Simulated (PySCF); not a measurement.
Gas-phase reaction: 2 GeH3 + Cl2 = 2 GeH3Cl

Energies from PySCF (xtb for GFN2), thermal terms from the rigid-rotor harmonic-oscillator model, ideal gas at 1 bar. † marks an energy on the PBE0/def2-TZVP geometry and frequencies; other levels use their own. MP2 and CCSD(T) freeze the core. Open shells (unrestricted): GeH3 (multiplicity 2); the rest are closed-shell singlets. GFN2 has no spin-polarisation term. B3LYP is the form with VWN-RPA correlation. Ge: all electrons, no relativistic terms. GeH3: computed as isolated molecules; such fragments, hydroxides, amides, oligomers or adducts are transient or little studied in the gas. MP2 isn't extrapolated to the basis-set limit. CCSD(T) isn't extrapolated to the basis-set limit.

| level | ΔH°(298 K), kJ |
|---|---|
| B3LYP/def2-TZVP† | -545 |
| CCSD(T)/def2-SVP† | [?] |
| CCSD(T)/def2-TZVPP† | [?] |
| GFN2-xTB | [?] |
| HF/def2-TZVP† | [?] |
| MP2/def2-SVP† | -587 |
| PBE/def2-SVP | -554 |
| PBE0/def2-QZVP† | -553 |
| ωB97M-V/def2-TZVP† | -568 |

What belongs in the gaps?


- CCSD(T)/def2-SVP†, ΔH°(298 K), kJ: -566
- CCSD(T)/def2-TZVPP†, ΔH°(298 K), kJ: -576
- GFN2-xTB, ΔH°(298 K), kJ: -591
- HF/def2-TZVP†, ΔH°(298 K), kJ: -525
